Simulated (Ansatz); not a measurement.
Computed with Ansatz on PBE0-D4/def2-TZVP structures; ΔE is electronic, products minus reactants. CBS: MP2 limit from def2 TZ/QZ plus the TZ coupled-cluster correction, frozen cores. Functionals use def2-TZVPP. For Ge outer-core shells are correlated without core-valence functions, which leaves a few kJ/mol of doubt a bond. Scalar relativity is left out up to krypton. One conformer a species, not always the lowest.

Consider the cleavage of the Al–Ge bond: `[CH3][Ge]([F])([F])[AlH2]` + `C=C(N)[SiH3]` → `C=C([SiH3])[NH][AlH2]` + `[CH3][GeH]([F])[F]`.

(1) Is it downhill or uphill in electronic energy at CCSD(T)/CBS, and by how much? (Estimate.)

(2) What do these levels give: PBE-D4, ωB97X-V, PBE, r2SCAN, CCSD(T)/def2-TZVPP, MP2/def2-QZVPP? (Best estimate.)

Largest T1 diagnostic among the species: 0.013.

Results:

(1) Ansatz gave: Downhill: ΔE = -0.83 eV.

(2) Computed: PBE-D4 -0.67, ωB97X-V -0.79, PBE -0.63, r2SCAN -0.79, CCSD(T)/def2-TZVPP -0.87, MP2/def2-QZVPP -0.92 eV.

In def2-TZVPP, CCSD(T) changes the Hartree–Fock value by −0.04 eV (the triples alone add −0.01 eV) and MP2 by −0.11 eV. From PBE to PBE0 (25 % exact exchange), in def2-TZVPP and without D4, ΔE moves by −0.05 eV.
